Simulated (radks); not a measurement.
Initial-state core-level shifts of neutral nickel when its valence configuration changes from [Ar] 3d8 4s2. All-electron calculation, Dirac Kohn-Sham, LDA (Slater exchange, Perdew-Wang correlation), spin-unpolarised, spherical densities, finite nucleus; open shells fill j = l - 1/2 first; Fermi nuclear charge, rms radius 3.7757 fm. Program: a radial shooting solver on a logarithmic mesh with Libxc functionals. Shifts are changes of the shell-averaged eigenvalues in eV (positive: less bound); the change of the density at the nucleus, which sets a Mossbauer isomer shift, is in e/bohr^3, on a base of 1.951e+04.

| valence | 1s | 2s | 3s | 3p | density at nucleus |
|---|---|---|---|---|---|
| 3d9 4s1 | +4.929 | +5.517 | +5.010 | +4.885 | -10.044 |
| 3d8 4s1 4p1 | -1.921 | -1.822 | -1.916 | -1.919 | -7.001 |
| 3d7 4s2 4p1 | -8.397 | -9.156 | -8.190 | -8.014 | +6.377 |
| 3d7.5 4s1.5 4p1 | -4.977 | -5.278 | -4.913 | -4.831 | -0.837 |
| 3d10 | +8.052 | +9.025 | +8.341 | +8.139 | -16.928 |
| 3d7 4s1 4p2 | -10.019 | -10.715 | -9.800 | -9.620 | -2.745 |
| 3d7.5 4s1 4p1.5 | -5.819 | -6.081 | -5.751 | -5.668 | -5.017 |
| 3d6 4s2 4p2 | -17.826 | -19.627 | -17.008 | -16.611 | +13.924 |
| 3d9 4p1 | +3.020 | +3.748 | +3.097 | +2.958 | -16.541 |
